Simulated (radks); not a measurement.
Neutral argon inside a hard spherical wall (all orbitals vanish at R), configuration held at [Ar] and not refilled when levels cross. Method: non-relativistic Kohn-Sham, LDA (Slater exchange, VWN5 correlation), spin-unpolarised, spherical densities, point nucleus; computed with a radial shooting solver on a logarithmic mesh with Libxc functionals. Eigenvalues in eV, with the zero of energy where the potential of the charges vanishes at infinity; a dash marks a level that is unbound or too diffuse for the functional's potential to be trusted. A positive occupied level is held by the wall or, in an anion where self-interaction has pushed it up, behind a barrier. The pressure on the wall is -dE/dV.

R (bohr),E (hartree),kinetic (hartree),e(2s),e(2p),e(3s),e(3p),"e(4s, empty)","e(4p, empty)",pressure (GPa)
free,-525.94619,524.970,-293.72,-229.76,-24.038,-10.404,-0.259,-,0
15,-525.94619,524.970,-293.72,-229.76,-24.038,-10.404,-0.191,0.847,< 0.0001
12,-525.94619,524.970,-293.72,-229.76,-24.038,-10.404,-0.065,1.273,< 0.0001
7,-525.94567,524.976,-293.68,-229.71,-24.004,-10.371,1.640,4.495,0.0446
5,-525.92799,525.112,-292.94,-228.96,-23.458,-9.807,6.873,11.869,3.05
4,-525.83421,525.682,-290.56,-226.56,-21.815,-8.022,16.303,23.393,30.4
3.5,-525.65903,526.595,-287.43,-223.38,-19.676,-5.627,26.704,35.193,105
3,-525.18318,528.756,-281.21,-217.05,-15.300,-0.662,46.162,56.177,397
2,-519.57044,547.760,-244.54,-179.30,18.065,36.136,172.65,182.57,8560
